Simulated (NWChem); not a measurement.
System: CBr$_{3}$F; SMILES BrC(Br)(F)Br

The following NWChem deck was run.

```
start job
memory heap 200 mb stack 900 mb global 1100 mb
geometry units angstroms noautoz
  F      0.000000     0.000000     1.765625
  C      0.000000     0.000000     0.441353
  Br     1.756799     0.532096    -0.174110
  Br    -1.339208     1.255384    -0.174110
  Br    -0.417591    -1.787480    -0.174110
end
basis spherical
  * library def2-tzvpd
end
dft
  xc pbe0
  iterations 150
  semidirect filesize 400000000
  mulliken
end
task dft energy
```

Coordinates come from a PBE0/def2-SVP optimisation.

### Question
Give the results of this calculation. (PBE0/def2-TZVPD.) Quantities: energy (Ha); highest occupied level (eV); orbital gap (eV); dipole (D).

### Answer
| Item | Value |
|---|---|
| energy (Ha) | -7859.42 |
| highest occupied level (eV) | -8.33 |
| orbital gap (eV) | 6.02 |
| dipole (D) | 0.39 |
